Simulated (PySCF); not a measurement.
Si(H)(F)(Br)(NH2) (BrFH3NSi), SMILES Br[SiH](F)N. Geometry optimised at PBE-D3(BJ)/def2-SVP. The structure was generated by enumeration, and PubChem lists no compound with its InChIKey, so it may never have been made. The values are those of a single conformer.

All values below come from PBE-D3(BJ)/def2-SVP (PySCF).

Harmonic wavenumbers (cm⁻¹): 141, 212, 253, 313, 343, 427, 669, 807, 837, 864, 931, 1476, 2238, 3498, 3601. Rotational constants (GHz): 6.085, 2.035, 1.640; symmetry number 1.

Problem. Work out the zero-point energy and the ideal-gas rigid-rotor harmonic-oscillator thermochemistry at 298.15 K and 1 atm.

Solution. ZPE = ½ Σ hcν = ½ × 16613 cm⁻¹ = 23.75 kcal/mol. H − E(el) = 28.08 kcal/mol. Entropy in cal/(mol K): translation 40.81, rotation 27.16, vibration 10.96, total 78.92. G − E(el) = 4.55 kcal/mol. Cp = 21.31 cal/(mol K). Modes under 150 cm⁻¹ make the vibrational entropy uncertain.
